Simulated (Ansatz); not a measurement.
Gas-phase electronic energies from Ansatz, PBE0-D4/def2-TZVP geometries. CBS: MP2 limit from def2 TZ/QZ plus the TZ coupled-cluster correction, frozen cores. This one scheme is used for every species. For Se outer-core shells are correlated without core-valence functions, which leaves a few kJ/mol of doubt a bond. Scalar relativity is left out up to krypton. Each species was taken in one conformer, which may not be the lowest.

`COB(C)[SeH]` + `[F][AlH][F]` → `[F][AlH][SeH]` + `COB(C)F`  (redistribution)

```
        species  CCSD(T)/def2-TZVPP energy (Eh)
  `COB(C)[SeH]`                     -2580.39370
  `[F][AlH][F]`                      -442.23417
`[F][AlH][SeH]`                     -2743.17923
      `COB(C)F`                      -279.45198
```

**Question.** Work out ΔE.

**Answer.** ΔE = (-2743.17923) + (-279.45198) − (-2580.39370) − (-442.23417) = -0.00334 Eh = -2.1 kcal/mol. CCSD(T)/CBS gives -1.6 kcal/mol.

Largest T1 diagnostic among the species: 0.013.

In def2-TZVPP, CCSD(T) changes the Hartree–Fock value by +5.9 kcal/mol (the triples alone add +0.8 kcal/mol) and MP2 by +7.9 kcal/mol. From PBE to PBE0 (25 % exact exchange), in def2-TZVPP and without D4, ΔE moves by −1.0 kcal/mol. The D4 term adds +1.5 kcal/mol with B3LYP and +0.8 kcal/mol with PBE0; it sums over pairs of atoms, weighted by their polarisabilities, and B3LYP, whose exchange is more repulsive, gets the larger term.

B3LYP here is the variant with VWN-RPA as its local correlation; programs differ in this.
